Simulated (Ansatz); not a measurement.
The cluster Te2Mo⁺: single points at one geometry.

```yaml
crystal:
  periodic: [false, false, false]
  atoms:
    - {symbol: Mo, position_ang: [0.541043, 0.746931, -0.298776]}
    - {symbol: Te, position_ang: [0.632254, -0.322766, 1.910953]}
    - {symbol: Te, position_ang: [-1.173297, -0.424175, -1.612176]}
basis:
  gaussian: {orbitals: def2-TZVP, initial_orbitals: start.molden}
total_charge: 1
magnetization: {spin_polarized: true, initial_magnetization: 1}
hamiltonian: {xc: pbe, dispersion: d4}
scf: {omitted_lower_state_checks: [starts]}
output: {forces: true, orbitals: {seedname: orbitals}}
```

The file start.molden holds the orbitals of an earlier run on this structure, at another level or in another basis.

```sh
$ ansatz run in.yaml --threads 4 --pin off --events-out ev --progress --plain --max-ram 3916MiB
```

Output, abridged:

```
Functional definition: PBE
1080 factors; their error is unknown
mean field evaluation 1: about -16436.8683 eV, gradient 4.9e0 eV
mean field evaluation 2: about -16437.1178 eV, gradient 6.5e-1 eV
mean field evaluation 4: about -16437.1645 eV, gradient 2.2e-2 eV
mean field evaluation 8: about -16436.9110 eV, gradient 1.3e-5 eV
mean field -16436.91100476 eV, -604.0453380865 hartree, gradient 1.7e-5 eV, S^2 1.024534; 0 other end points of the search recorded, 0 dependent functions left out
reference -16436.91104368 eV, -604.0453395166 hartree; 31, 30 occupied and 109, 110 virtual orbitals, 1080 factors
Total energy: -16437.05622413 eV, -604.0506747997 hartree
Atom 0 at     0.541043     0.746931    -0.298776 Å, force    -0.210334    -0.290375     0.116151 eV/Å
Atom 1 at     0.632254    -0.322766     1.910953 Å, force    -0.064339     0.135667    -0.388828 eV/Å
Atom 2 at    -1.173297    -0.424175    -1.612176 Å, force     0.274673     0.154708     0.272677 eV/Å
Dipole moment:     0.323240     0.446248    -0.178501 e Å
Checks for a lower state left out: starts
```

Hardware: 4 threads of Arm Neoverse V1 on a shared host. Wall time 3.7 s.

As the first input, with `hamiltonian: {xc: lda}`, `output: {orbitals: {seedname: orbitals}}` (abridged; 1.6 s):

```
Functional definition: SPW92
mean field -16411.97450067 eV, -603.1289384638 hartree, gradient 2.4e-5 eV, S^2 0.878575
Total energy: -16411.97453602 eV, -603.1289397630 hartree
Checks for a lower state left out: starts
```

First input, but with `gaussian: {orbitals: def2-SVP, initial_orbitals: start.molden}`, `output: {orbitals: {seedname: orbitals}}` (abridged; 2.1 s):

```
Functional definition: PBE
mean field -16435.73905664 eV, -604.0022697873 hartree, gradient 1.5e-5 eV, S^2 1.000383
Total energy: -16435.88427468 eV, -604.0076064521 hartree
Checks for a lower state left out: starts
```

The first input with `hamiltonian: {xc: {name: B97M-V}}`, `output: {orbitals: {seedname: orbitals}}` (abridged; 13 s):

```
Functional definition: B97M-V
mean field -16435.47506297 eV, -603.9925681988 hartree, gradient 8.5e-6 eV, S^2 1.671437
Total energy: -16435.47512035 eV, -603.9925703077 hartree
Checks for a lower state left out: starts
```

As the first input, with `hamiltonian: {xc: pbe}`, `correlation: {method: rpa}` and without the key `output` (abridged; 7 s):

```
Functional definition: PBE
mean field -16436.91099940 eV, -604.0453378897 hartree, gradient 1.3e-6 eV, S^2 1.024536
8 core orbitals not correlated: weight in the atoms' cores, before any rotation towards them, 1.000 or more for the frozen orbitals, at most 0.000 for the correlated occupied ones
Total energy: -16406.77234471 eV, -602.9377627585 hartree
Checks for a lower state left out: starts
```

First input, but with `hamiltonian: {xc: r2scan, dispersion: d4}`, `output: {orbitals: {seedname: orbitals}}` (abridged; 7.5 s):

```
Functional definition: r2SCAN
mean field -16442.90691866 eV, -604.2656838581 hartree, gradient 9.8e-6 eV, S^2 1.683888
Total energy: -16442.93243501 eV, -604.2666215669 hartree
Checks for a lower state left out: starts
```

As the first input, with `correlation: {method: mp2}`, `output: {orbitals: {seedname: orbitals}}` and without the key `hamiltonian` (abridged; 3.5 s):

```
Functional definition: HF
mean field -16364.23603759 eV, -601.3745823037 hartree, gradient 1.5e-6 eV, S^2 3.692845
8 core orbitals not correlated: weight in the atoms' cores, before any rotation towards them, 1.000 or more for the frozen orbitals, at most 0.000 for the correlated occupied ones
second order -32.23832786 eV of doubles, -0.00000000 eV of singles
Total energy: -16396.47436545 eV, -602.5593190007 hartree
Checks for a lower state left out: starts
```

Geometry: PBE0-D4/def2-TZVP.

In the def2 sets Mo, Te take a core potential; there is no spin–orbit coupling. Correlated methods freeze 8 core orbitals; core or outer-core shells of Mo, Te are correlated, in sets that lack core-valence functions. At PBE-D4/def2-TZVP, LDA (SPW92)/def2-TZVP, PBE-D4/def2-SVP, B97M-V/def2-TZVP and others the charge 1 doublet is spin-contaminated (final ⟨S²⟩ up to 3.69, 0.75 for a pure state). The geometry of the doublet was relaxed on an unsound state (⟨S²⟩ 1.88, where a pure state has 0.75). The structure comes from a short search, and lower isomers may exist.
